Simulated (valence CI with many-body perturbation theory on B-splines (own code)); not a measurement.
## Sr XXXIII: one-electron terms

Calculated by relativistic CI+MBPT: four valence electrons over a frozen Dirac-Fock core [He], a basis of 11 s, 11 p, 10 d, 8 f, 5 g, 2 h functions for each j, with the one-electron correlation potential Σ1, the two-electron term Σ2, the three-electron term Σ3, Breit, model QED; selected CI, second order for the rest, scaled by the run's own slope (own B-spline code, finite nucleus).

The last digits are not significant, and no measured levels were compared; by estimate large intervals hold to a few tenths of a per cent, small ones and those within an open d or f shell to about a per cent. Among the levels kept, up to 1100 cm⁻¹ of a level comes from second order outside the variational space, and about a tenth of that is noise between levels of different J, which matters for small intervals.

These are the spectroscopic orbitals of the CI (the correlating ones are not listed), shaped by the core and the other valence electrons. h is the expectation value of the core's Dirac-Fock operator, without the valence repulsion; Σ1 is computed up to l = 3 at one energy for each symmetry, that of its lowest orbital but kept below the first core excitation, so for empty shells it is not the orbital's own correlation shift; Breit and QED include the response of the core.

```tsv
Orbital	h (hartree)	Σ1 (cm⁻¹)	Breit (cm⁻¹)	QED (cm⁻¹)	⟨r⟩ (bohr)
2s1/2	-169.52	-1240	13970	13559	0.1628
3s1/2	-74.272	-293	3853	3859	0.3781
4s1/2	-41.416	-113	1537	1565	0.6864
5s1/2	-26.363	-55.4	769	786	1.085
6s1/2	-18.24	-31.3	438	450	1.574
7s1/2	-13.365	-19.4	274	281	2.153
2p1/2	-166.68	-2922	27494	-557	0.1378
3p1/2	-73.445	-633	7398	-172	0.3568
4p1/2	-41.071	-240	2973	-71.4	0.6679
5p1/2	-26.187	-117	1488	-36.2	1.069
6p1/2	-18.138	-66.1	850	-20.8	1.562
7p1/2	-13.301	-41.0	531	-13.1	2.144
2p3/2	-163.6	-2577	11514	760	0.1414
3p3/2	-72.534	-558	3052	196	0.3618
4p3/2	-40.688	-212	1289	78.5	0.6746
5p3/2	-25.992	-104	645	39.3	1.078
6p3/2	-18.026	-58.5	369	22.5	1.572
7p3/2	-13.23	-36.3	230	14.0	2.155
3d3/2	-72.147	-248	244	-48.0	0.3091
4d3/2	-40.524	-105	133	-17.8	0.6246
5d3/2	-25.908	-53.7	71.0	-8.6	1.030
6d3/2	-17.977	-31.1	43.0	-4.8	1.527
7d3/2	-13.2	-19.6	27.8	-3.0	2.114
3d5/2	-71.87	-238	78.2	77.4	0.3108
4d5/2	-40.407	-100	42.1	34.6	0.6267
5d5/2	-25.848	-51.3	21.7	18.1	1.033
6d5/2	-17.942	-29.7	13.1	10.6	1.530
7d5/2	-13.178	-18.7	8.5	6.7	2.117
4f5/2	-40.336	-20.3	1.3	-13.4	0.5422
5f5/2	-25.816	-11.5	1.1	-6.7	0.9497
6f5/2	-17.924	-7.0	0.7	-3.8	1.448
7f5/2	-13.167	-4.5	0.5	-2.4	2.037
4f7/2	-40.279	-20.0	0.3	11.2	0.5433
5f7/2	-25.787	-11.2	0.3	5.9	0.9510
6f7/2	-17.908	-6.8	0.2	3.5	1.450
7f7/2	-13.156	-4.4	0.1	2.2	2.039
5g7/2	-25.775		0.0	-4.1	0.8315
6g7/2	-17.901		0.0	-2.4	1.331
7g7/2	-13.151		0.0	-1.5	1.920
5g9/2	-25.758		0.0	3.3	0.8323
6g9/2	-17.891		0.0	1.9	1.332
7g9/2	-13.145		0.0	1.2	1.921
6h9/2	-17.89				1.180
6h11/2	-17.883				1.181
```

Among the shells of the start configuration 2s2 2p2, Σ1 is largest in size for 2p1/2, where it is 0.0080 % of h.

Lowest root of each symmetry, sizes in configuration state functions:

| J | Parity | Roots | Reference | Variational | Second order | Change by selected CI (cm⁻¹) | Change by second order (cm⁻¹) |
| --- | --- | --- | --- | --- | --- | --- | --- |
| 0 | even | 18 | 55 | 28457 | 83971 | -16527 | -1 |
| 1 | even | 33 | 128 | 31883 | 294091 | -15276 | -259 |
| 2 | even | 36 | 153 | 31990 | 467091 | -16651 | -414 |
| 3 | even | 21 | 124 | 32159 | 409299 | -19482 | -625 |
| 4 | even | 9 | 83 | 35796 | 373092 | -14360 | -122 |
| 5 | even | 3 | 46 | 43359 | 199942 | -17335 | -20 |
| 0 | odd | 13 | 51 | 28280 | 58481 | -20460 | -1 |
| 1 | odd | 32 | 133 | 31983 | 273830 | -20589 | -160 |
| 2 | odd | 31 | 152 | 31987 | 378783 | -12818 | -233 |
| 3 | odd | 18 | 123 | 31956 | 386378 | -17872 | -451 |
| 4 | odd | 8 | 82 | 34909 | 387817 | -21028 | -250 |
| 5 | odd | 2 | 45 | 36280 | 206167 | -26694 | -38 |
